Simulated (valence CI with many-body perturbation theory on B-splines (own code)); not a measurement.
## Level structure of Pm10+

Level of theory: relativistic CI+MBPT: five valence electrons over a frozen Dirac-Fock core [Kr] 4d10, radial functions for each j: 7 s, 7 p, 7 d, 7 f, 4 g, 2 h, with the one-electron correlation potential Σ1 (screened to all orders), the two-electron term Σ2, the three-electron term Σ3, Breit, model QED; selected single and double excitations, second order for the rest, scaled by the run's own slope (own B-spline code, finite nucleus).

No measured spectrum was set against this ion. As an estimate, terms of the open shell hold to a few per cent of their energy, and close levels can change places; configurations with another count of f electrons can be misplaced by thousands of cm⁻¹. Among the levels kept, up to 2900 cm⁻¹ of a level comes from second order outside the variational space, and about a tenth of that is noise between levels of different J, which matters for small intervals. The lowest computed level is not the ground level that NIST lists (°, for many ions itself from theory).

Levels 181 to 221 of 221, with energies above the lowest level, 4f²5s²5p ⁴I°_9/2. "Leading %" is the weight of the configuration and term that name the level; weights of strongly mixed levels are sums over their largest components and can fall short. In the jj column 3d3/2^4 stands for four electrons in 3d with j = 3/2.

```tsv
No.	Configuration	Term	J	E (eV)	Leading %	Second component	Leading jj	g
181	4f³5s5p	⁴H	7/2	21.511	43	11 % 4f³5s5p ⁴G	4f5/2 4f7/2^2 5s 5p1/2 (45 %)	0.856
182	4f²5s5p²	⁴I	9/2	21.596	15	12 % 4f²5s5p² ²G	4f5/2 4f7/2 5s 5p1/2^2 (35 %)	1.063
183	4f³5s5p	⁴H	13/2	21.749	28	14 % 4f³5s5p ⁴K	4f5/2 4f7/2^2 5s 5p1/2 (50 %)	1.090
184	4f³5s5p	⁴F	3/2	21.764	34	22 % 4f³5s5p ⁶G	4f5/2^3 5s 5p1/2 (42 %)	0.627
185	4f³5s5p	⁴G	9/2	21.775	23	10 % 4f³5s5p ⁴H	4f5/2 4f7/2^2 5s 5p1/2 (25 %)	1.096
186	4f³5s5p	⁶F	11/2	21.783	43	16 % 4f³5s5p ⁴I	4f5/2 4f7/2^2 5s 5p1/2 (52 %)	1.247
187	4f³5s5p	⁴K	15/2	21.845	35	15 % 4f³5s5p ²K	4f5/2 4f7/2^2 5s 5p1/2 (42 %)	1.084
188	4f³5s5p	⁴H	13/2	21.846	29	15 % 4f³5s5p ⁴L	4f5/2 4f7/2^2 5s 5p1/2 (33 %)	1.066
189	4f²5s5p²	⁴H	7/2	21.881	24	15 % 4f³5s5p ⁴H	4f5/2 4f7/2 5s 5p1/2^2 (32 %)	0.903
190	4f³5s5p	⁴F	5/2	21.908	33	28 % 4f³5s5p ⁶G	4f5/2^2 4f7/2 5s 5p1/2 (40 %)	0.997
191	4f³5s5p	⁶F	9/2	22.000	25	15 % 4f³5s5p ⁴H	4f5/2 4f7/2^2 5s 5p1/2 (40 %)	1.175
192	4f³5s5p	⁴G	11/2	22.002	24	17 % 4f³5s5p ⁶H	4f5/2 4f7/2^2 5s 5p1/2 (48 %)	1.205
193	4f³5s5p	⁶F	7/2	22.027	17	12 % 4f³5s5p ⁶G	4f5/2^2 4f7/2 5s 5p1/2 (41 %)	1.100
194	4f³5s5p	⁴F	3/2	22.123	34	23 % 4f³5s5p ⁶G	4f5/2^3 5s 5p1/2 (36 %)	0.667
195	4f³5s5p	⁴D	1/2	22.148	57	24 % 4f³5s5p ⁶F	4f5/2^2 4f7/2 5s 5p1/2 (71 %)	0.014
196	4f³5s5p	⁴H	7/2	22.198	32	12 % 4f³5s5p ⁴G	4f5/2 4f7/2^2 5s 5p1/2 (26 %)	0.865
197	4f²5s5p²	⁴G	5/2	22.225	12	11 % 4f³5s5p ⁴G	4f5/2 4f7/2 5s 5p1/2^2 (24 %)	0.889
198	4f³5s5p	⁴K	15/2	22.300	32	16 % 4f³5s5p ²K	4f7/2^3 5s 5p1/2 (40 %)	1.095
199	4f³5s5p	⁴F	9/2	22.323	10	9 % 4f²5s5p² ⁴F	4f7/2^2 5s 5p1/2^2 (20 %)	1.163
200	4f³5s5p	⁴I	13/2	22.352	24	18 % 4f³5s5p ⁴H	4f5/2 4f7/2^2 5s 5p1/2 (66 %)	1.114
201	4f²5s5p²	⁴G	11/2	22.371	29	12 % 4f²5s5p² ²I	4f7/2^2 5s 5p1/2^2 (33 %)	1.102
202	4f³5s5p	⁴G	5/2	22.427	24	12 % 4f³5s5p ²F	4f5/2^2 4f7/2 5s 5p1/2 (35 %)	0.921
203	4f⁴5s	⁶I	9/2	22.442	9	8 % 4f²5s5p² ⁴F	4f5/2 4f7/2^2 5s 5p1/2 (19 %)	1.094
204	4f³5s5p	⁶F	3/2	22.443	42	16 % 4f³5s5p ⁴D	4f5/2^2 4f7/2 5s 5p1/2 (63 %)	1.020
205	4f³5s5p	⁴F	7/2	22.445	29	13 % 4f³5s5p ⁴H	4f5/2^2 4f7/2 5s 5p1/2 (40 %)	1.033
206	4f³5s5p	⁴K	11/2	22.468	24	17 % 4f³5s5p ⁶F	4f5/2^2 4f7/2 5s 5p1/2 (32 %)	1.091
207	4f³5s5p	⁴D	5/2	22.512	20	15 % 4f³5s5p ⁴P	4f5/2^2 4f7/2 5s 5p1/2 (39 %)	1.264
208	4f⁴5s	⁶I	7/2	22.540	80		4f5/2^3 4f7/2 5s (35 %)	0.523
209	4f⁴5s	⁶I	9/2	22.589	50	7 % 4f²5s5p² ⁶G	4f5/2^3 4f7/2 5s (31 %)	0.980
210	4f³5s5p	⁴F	5/2	22.658	23	17 % 4f³5s5p ⁴G	4f5/2^3 5s 5p1/2 (33 %)	1.022
211	4f⁴5s	⁶I	11/2	22.667	21	18 % 4f²5s5p² ⁶I	4f5/2 4f7/2 5s 5p1/2 5p3/2 (23 %)	1.105
212	4f³5s5p	⁴K	11/2	22.751	27	7 % 4f⁴5s ⁶I	4f5/2 4f7/2^2 5s 5p1/2 (38 %)	1.011
213	4f³5s5p	⁶F	1/2	22.753	28	21 % 4f³5s5p ⁴D	4f5/2^2 4f7/2 5s 5p1/2 (41 %)	0.819
214	4f⁴5s	⁶I	13/2	22.763	38	25 % 4f²5s5p² ⁶I	4f5/2^2 4f7/2^2 5s (26 %)	1.181
215	4f³5s5p	⁶D	3/2	22.781	21	11 % 4f³5s5p ⁴S	4f5/2^3 5s 5p1/2 (31 %)	1.412
216	4f³5s5p	⁶D	5/2	22.793	28	10 % 4f³5s5p ⁶F	4f5/2^2 4f7/2 5s 5p1/2 (49 %)	1.269
217	4f³5s5p	⁴F	9/2	22.814	33	30 % 4f³5s5p ⁴H	4f5/2 4f7/2^2 5s 5p1/2 (29 %)	1.127
218	4f³5s5p	⁴F	7/2	22.821	20	10 % 4f³5s5p ⁶F	4f5/2 4f7/2^2 5s 5p1/2 (34 %)	1.209
219	4f³5s5p	⁴F	3/2	22.832	20	14 % 4f³5s5p ⁴P	4f5/2^2 4f7/2 5s 5p1/2 (36 %)	1.269
220	4f³5s5p	⁴K	17/2	22.875	44	31 % 4f³5s5p ⁴L	4f5/2^2 4f7/2 5s 5p1/2 (46 %)	1.122
221	4f³5s5p	²I	11/2	22.878	23	8 % 4f³5s5p ²H	4f5/2 4f7/2^2 5s 5p1/2 (36 %)	1.059
```

Names give the largest LS component (configuration and term), which can be under half, so a name can repeat, a term be missing and a line seem to break the LS rules; names also repeat where a configuration has a term twice.

Where two levels of one J and parity lie close, their mixing, g and order are uncertain.
